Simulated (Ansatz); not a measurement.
C2H5NO, SMILES `C/N=C/O` (N–C–O–H torsion 0°) (charge 0, multiplicity 1).

Z-matrix (Å, degrees):
```
N
C 1 1.2547
O 2 1.3482 1 122.86
H 3 0.9702 2 106.93 1 -0.02
H 2 1.0927 1 126.18 3 179.92
C 1 1.4481 2 118.60 5 -0.06
H 6 1.0920 1 109.50 2 121.39
H 6 1.0920 7 107.16 1 -118.68
H 6 1.0980 7 108.47 8 -116.92
```
Charge 0, multiplicity 1.

Frozen-core energies in 6-31g from Ansatz (a program for electronic structure) at a geometry from B3LYP-D3(BJ)/def2-TZVP; the HF reference has <S^2> = 0.00 and the T1 diagnostic is 0.013.

```csv
level,energy (Ha)
HF,-207.83469
MP2,-208.24772
CCSD,-208.27513
CCSD(T),-208.28685
```

Estimate the energies of CCSDT and CCSDT(Q), and give each level's difference from CCSDT(Q).


```csv
level,energy (Ha),difference from CCSDT(Q) (mHa)
MP2,-208.24772,41.12
CCSD,-208.27513,13.71
CCSD(T),-208.28685,1.99
CCSDT,-208.28736,1.48
CCSDT(Q),-208.28884,0.00
```
